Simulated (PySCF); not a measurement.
**Spinor energies of Cl⁺ (chlorine, charge +1)**

Start: [Ne] 3s1 3p5; 3s1/2 filled at m_j = +1/2; 3p1/2 filled at m_j = -1/2, +1/2; 3p3/2 filled at m_j = -1/2, +1/2, +3/2. Calculated with PySCF 2.14 in x2c-SVPall-2c with one added diffuse shell each of s, p type (5s5p1d, 25 functions): generalised Hartree-Fock with the X2C-1e Hamiltonian and a Gaussian nucleus; one run each with spin-orbit coupling (SO) switched off, then screened by Boettger's factors. This is a chosen level, not necessarily the ground level.

```
spinor shell  electrons  ε, spin-free (eV)  ε, screened SO (eV)  weight of nominal j (screened SO)  rms radius, screened SO (bohr)
       1s1/2          2            -2877.5              -2877.5                              1.000                           0.105
       2s1/2          2            -304.61              -304.59                              1.000                           0.479
       2p1/2          2            -234.43              -235.88                              0.948                           0.449
       2p3/2          4            -234.43              -233.69                              0.974                           0.451
       3s1/2          1            -44.992              -44.981                              1.000                            1.59
       3p1/2          2            -25.306              -24.970                              0.665                            1.89
       3p3/2          3            -25.306              -25.536                              0.777                            1.87
```

| quantity | spin-free | screened SO |
| --- | --- | --- |
| E (hartree) | -459.75139 | -459.75358 |
| M_J | 2 | 2 |
| ⟨J²⟩ | 6.014 | 6.014 |
| ⟨L²⟩ | 2.002 | 2.002 |
| ⟨S²⟩ | 2.012 | 2.012 |

Each row is a mean over spinors that exchange with the open shell spreads, by up to 5.637 eV (3p1/2).

Rows whose weight is well below 1 are mixtures of j = l ± 1/2: exchange outweighs spin-orbit coupling there, and the label is only the starting occupation.

Without spin-orbit coupling the j labels of p, d and f shells carry no meaning; the spin-free column gives the mean over the occupied spinors of each nl shell.
